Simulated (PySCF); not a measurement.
CH₅MoNO₂, SMILES [CH3][Mo]([NH2])(=[O])=[O], multiplicity 1. Atoms are numbered in the order given.

```xyz
10

Mo     0.1013     0.0443     0.0000
O      1.0371    -0.0269    -1.4214
O      1.0371    -0.0269     1.4214
N     -1.1232     1.5463     0.0000
H     -1.3642     2.0832    -0.8415
H     -1.3642     2.0832     0.8415
C     -1.0726    -1.7190     0.0000
H     -0.4025    -2.6034     0.0000
H     -1.7105    -1.7508     0.9070
H     -1.7105    -1.7508    -0.9070
```
Charge 0, spin multiplicity 1.

Coordinates come from a PBE-D3(BJ)/def2-SVP optimisation. The multiplicity is an assumed one; no other spin state was optimised. The structure was generated by enumeration; whether it is a known compound was not checked. The def2 effective core potentials stand for the cores of Mo; spin–orbit coupling is left out. Other conformers were not sampled.

These are PBE-D3(BJ)/def2-SVP in PySCF values and carry that method's errors.

Frequencies are harmonic and unscaled.

Computed vibrational spectrum:
```csv
mode,ν (cm⁻¹),IR (km/mol),moving atoms (share of kinetic energy)
1,161,0.2,H 98 %
2,178,5.3,"N 34 %, H 29 %, C 25 %, Mo 9 %"
3,191,0.9,"O 37 %, C 25 %, H 24 %, Mo 12 %"
4,211,0.3,"O 49 %, N 27 %, H 18 %"
5,224,8.4,"O 60 %, Mo 18 %, H 9 %"
6,307,0.1,"O 85 %, Mo 9 %"
7,393,2.9,H 94 %
8,521,43.6,"H 57 %, C 27 %, N 12 %"
9,555,115.1,"C 39 %, H 38 %, Mo 12 %, N 9 %"
10,622,3.9,"H 81 %, N 16 %"
11,623,22.5,"H 75 %, C 15 %, N 10 %"
12,645,2.6,"H 79 %, C 18 %"
13,709,61.4,"N 62 %, H 18 %, Mo 16 %"
14,988,181.4,"O 78 %, Mo 21 %"
15,997,73.7,"O 89 %, Mo 11 %"
16,1142,1.1,"H 79 %, C 20 %"
17,1349,9.7,H 95 %
18,1354,7.1,H 95 %
19,1456,29.4,"H 89 %, N 11 %"
20,2965,0.7,H 98 %
21,3075,1.1,"H 91 %, C 9 %"
22,3080,1.6,"H 91 %, C 9 %"
23,3452,104.8,H 96 %
24,3551,47.2,"H 91 %, N 9 %"
```
